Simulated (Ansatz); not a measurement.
Ga₂Se₄⁻. Total charge -1; doublet. Geometry PBE-D4/def2-SVPD; atoms count from 1.

Cartesian coordinates in Å:
```
Ga 0.346 0.143 -1.452
Ga -0.344 -0.142 1.453
Se 0.985 -1.590 0.078
Se -0.872 -0.361 3.655
Se 0.865 0.357 -3.657
Se -0.979 1.593 -0.076
```

The structure comes from a short search, and lower isomers may exist.

(1) Estimate the Mulliken populations from the PBE0/def2-SVP orbitals of Ansatz.

(2) Where does the spin sit?

(3) And the Mayer bond orders between bonded heavy atoms (over 0.3)?

Results:

(1) 
```csv
atom,charge (e),spin (α − β)
Ga1,0.31,-0.06
Ga2,0.31,-0.06
Se3,-0.42,0.06
Se4,-0.40,0.51
Se5,-0.40,0.51
Se6,-0.42,0.06
```
Mulliken values and Mayer orders depend strongly on the basis.

(2) Summed by element: Ga -0.13, Se 1.13, of 1 unpaired in all. Largest on single atoms: Se4 0.51, Se5 0.51, Ga1 -0.06.

(3) Ga1–Se3 0.93 (2.40 Å); Ga1–Se5 1.41 (2.28 Å); Ga1–Se6 0.93 (2.40 Å); Ga2–Se3 0.93 (2.40 Å); Ga2–Se4 1.41 (2.28 Å); Ga2–Se6 0.93 (2.40 Å). Values over 0.3 also appear between atoms too far apart for a bond (Se4–Se5 0.34 at 7.55 Å); they arise where an orbital or an unpaired electron spreads over both atoms.
